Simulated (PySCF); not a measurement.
PbBr at UHF

Level: UHF. Pb def2-SVP with ECP60, Br def2-SVP; scalar-relativistic core potentials (PySCF 2.14).

```
state                                            : ²Π (doublet), unpaired electrons π ↑
bond length                                      : 2.667 Å
harmonic wavenumber                              : 207 cm⁻¹
force constant                                   : 1.44 mdyn/Å
rotational constant Be                           : 0.04143 cm⁻¹
anharmonicity ωexe                               : 0.401 cm⁻¹
vibration–rotation constant αe                   : 0.000113 cm⁻¹
well depth De to Pb + Br                         : 2.09 eV
dissociation energy D0                           : 2.07 eV
bond order (Mayer)                               : 0.85
dipole moment (positive dipole means Pb(−)Br(+)) : -4.53 D
```

Spin–orbit coupling is left out, which matters for elements this heavy, above all for dissociation energies. Hartree–Fock leaves out correlation, which carries a large part of most bond energies and some tenths to 1 eV of ionisation energies. The state is the lowest determinant that a PBE0 search found; another state may lie lower at other levels.
